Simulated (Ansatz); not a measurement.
H2OSi, SMILES `O[SiH]` (excited triplet; H–O–Si–H torsion 98°) (charge 0, multiplicity 3). This triplet is an excited state, 1.72 eV above the relaxed singlet at the level composite: frozen-core CCSD(T) with HF/cc-pVQZ and the correlation energy extrapolated as X^-3 from cc-pVTZ and cc-pVQZ, plus CCSDT(Q) minus CCSD(T) in cc-pVDZ // PBE0-D3(BJ)/def2-TZVP (Ansatz, a program for electronic structure).

Calculation: frozen-core fic-MRCISD+Q@CASSCF(2e,2o)/cc-pVTZ // PBE0-D3(BJ)/def2-TZVP (Ansatz).

Ansatz 0.2 input:
```yaml
crystal:
  periodic: [false, false, false]
  atoms:
    - { symbol: O, position_ang: [-0.869377, -0.221532, 0.34452] }
    - { symbol: Si, position_ang: [0.605291, 0.525842, 0.295195] }
    - { symbol: H, position_ang: [-1.472838, -0.025044, -0.375536] }
    - { symbol: H, position_ang: [1.736924, -0.279265, -0.264179] }
basis:
  gaussian: { orbitals: cc-pVTZ }
correlation:
  method: fic_mrcisd_q
  active_space: { window: { electrons: 2, orbitals: 2 } }
magnetization:
  spin_polarized: false
  initial_magnetization: 2
```

Output:

```
Functional definition: HF
543 factors; integrals over basis functions are off by at most 1.1e-3 eV
mean field evaluation 1: about -9928.3659 eV, gradient 3.3e1 eV
mean field evaluation 2: about -9928.3737 eV, gradient 3.3e1 eV
mean field evaluation 4: about -9930.8475 eV, gradient 3.1e0 eV
mean field evaluation 8: about -9930.9412 eV, gradient 7.8e-4 eV
mean field -9930.94122219 eV, -364.9553584819 hartree, gradient 5.1e-6 eV, S^2 2.000000; 0 other end points of the search recorded, 0 dependent functions left out
reference -9930.94122219 eV, -364.9553584819 hartree; 13, 11 occupied and 79, 81 virtual orbitals, 543 factors
state -9930.94122219 eV, -364.9553584819 hartree
contracted CI cycle   1: correlation 0.00000000 eV, 0.0000000000 hartree, residual 3.57e1 eV
contracted CI cycle   2: correlation -8.40378256 eV, -0.3088333126 hartree, residual 4.89e0 eV
contracted CI cycle   3: correlation -8.63135994 eV, -0.3171966271 hartree, residual 1.13e0 eV
contracted CI cycle   4: correlation -8.64615173 eV, -0.3177402156 hartree, residual 3.20e-1 eV
contracted CI cycle   5: correlation -8.64753195 eV, -0.3177909378 hartree, residual 1.09e-1 eV
contracted CI cycle   6: correlation -8.64768554 eV, -0.3177965820 hartree, residual 3.65e-2 eV
contracted CI cycle   7: correlation -8.64770172 eV, -0.3177971765 hartree, residual 1.11e-2 eV
contracted CI cycle   8: correlation -8.64770323 eV, -0.3177972321 hartree, residual 3.40e-3 eV
contracted CI cycle   9: correlation -8.64770337 eV, -0.3177972372 hartree, residual 9.69e-4 eV
contracted CI cycle  10: correlation -8.64770338 eV, -0.3177972376 hartree, residual 2.96e-4 eV
state -9930.94122219 eV, -364.9553584819 hartree; corrected -9940.39607066 eV, -365.3028177543 hartree
Total energy: -9940.39607066 eV, -365.3028177543 hartree
```
